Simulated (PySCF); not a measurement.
# Calculated properties of `C=C/C=N\C(=C)C#N`

Compound: C₆H₆N₂.
SMILES with atom numbers: `[CH2:1]=[CH:2]/[CH:3]=[N:4]\[C:5](=[CH2:6])[C:7]#[N:8]` (hydrogens: H9, H10 on C1; H11 on C2; H12 on C3; H13, H14 on C6)

Structural features include: nitrile, imine and C=C double bond.

From PBE0-D3(BJ)/def2-SVP geometry optimisation, gas phase (PySCF):

```
Point group                  : C1
Rotational constants A, B, C : 3.481, 1.485, 1.082 GHz
```

From PBE0/def2-SVPD ground state and vertical TDDFT (core frozen in the response) (PySCF):

```
Dipole moment                                                     : 2.84 D
HOMO energy                                                       : -7.29 eV
LUMO energy                                                       : -2.40 eV
HOMO–LUMO gap                                                     : 4.89 eV
Lowest singlet excitation                                         : 3.81 eV (325 nm, f = 0.064)
Strongest line among the 6 lowest singlet transitions             : S2 at 4.94 eV (251 nm, f = 0.387)
Static isotropic polarisability                                   : 94.3 au
Electronic spatial extent ⟨r²⟩ about the centre of nuclear charge : 1060 bohr²
```

Monoisotopic mass from the formula: 106.0531 u.

The rotational constants make it an asymmetric top with κ = (2B − A − C)/(A − C) = -0.66, nearer the prolate limit (−1). With B = h/(8π²I), that is 505.379 GHz u Å² over I, the principal moments of inertia are 145.2, 340.4 and 467.2 u Å² (most abundant isotopes). S1 lies 1.08 eV below the HOMO–LUMO gap; its leading configuration is HOMO→LUMO, weight 0.62, beside HOMO−1→LUMO, weight 0.33. In wavenumbers S1 is 30800 cm⁻¹ (1 eV = 8065.54 cm⁻¹). The principal polarisabilities are 54.1, 83.3 and 145.3 au; their mean is the isotropic value.

For the TDDFT job (PBE0/def2-SVPD), on an Arm Neoverse V1 with one thread, shared host, this took 35 s of wall time.

Conformer computed: `[CH2:1]=[CH:2]/[CH:3]=[N:4]\[C:5](=[CH2:6])[C:7]#[N:8]`: C1–C2–C3–N4 -179°, C3–N4–C5–C6 153°.

One conformer stands for the species.
